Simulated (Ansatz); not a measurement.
`C[O][GeH2][SH]` + H₂S → `[SH][GeH2][SH]` + CH₃OH  (ligand exchange at a Ge–O bond)

Calculated with Ansatz (gas phase, PBE0-D4/def2-TZVP geometries, no zero-point term in ΔE). CCSD(T)/CBS adds triple-zeta CCSD(T) − MP2 to the extrapolated MP2 energy (def2 sets, frozen cores). This one scheme is used for every species. DFT in def2-TZVPP. B3LYP here is the variant with VWN-RPA as its local correlation; programs differ in this. For Ge outer-core shells are correlated without core-valence functions, which leaves a few kJ/mol of doubt a bond. Scalar relativity is left out up to krypton. One conformer a species, not always the lowest.

```json
{"level": "PBE0-D4", "ΔE (kJ/mol)": "-18.8"}
{"level": "B3LYP-D4", "ΔE (kJ/mol)": "-10.1"}
{"level": "PBE0", "ΔE (kJ/mol)": "-19.9"}
{"level": "HF/def2-TZVPP", "ΔE (kJ/mol)": "-7.2"}
{"level": "MP2/def2-TZVPP", "ΔE (kJ/mol)": "-8.1"}
{"level": "HF/def2-QZVPP", "ΔE (kJ/mol)": "-6.7"}
{"level": "HF/CBS(def2)", "ΔE (kJ/mol)": "-6.6"}
{"level": "MP2/CBS(def2)", "ΔE (kJ/mol)": "-12.4"}
```

Task: What does CCSD(T)/CBS give? (Best estimate.)

Result: Computed: -10.5 kJ/mol. The listed levels differ from it by -8.3, 0.4, -9.4, 3.3, 2.4, 3.8, 3.9, -1.9 kJ/mol.

Largest T1 diagnostic among the species: 0.012.
